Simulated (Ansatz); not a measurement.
Harmonic frequencies (cm⁻¹) at PBE0-D4/def2-TZVP from Ansatz: 101, 120, 165, 394, 468, 541, 555, 568, 730, 815, 992, 993, 1234, 1343, 1431, 1680, 1877, 1897, 3109, 3152, 3257.

Each molecule was computed in one conformer, which needn't be the lowest.

Problem. Which molecule is it?
A. `C[B]1[O][GeH2]1`
B. `[SiH2]1[SiH2][SnH2]1`
C. `N[SiH2][GaH2]`
D. `C=C[O][InH2]`

Solution. D.
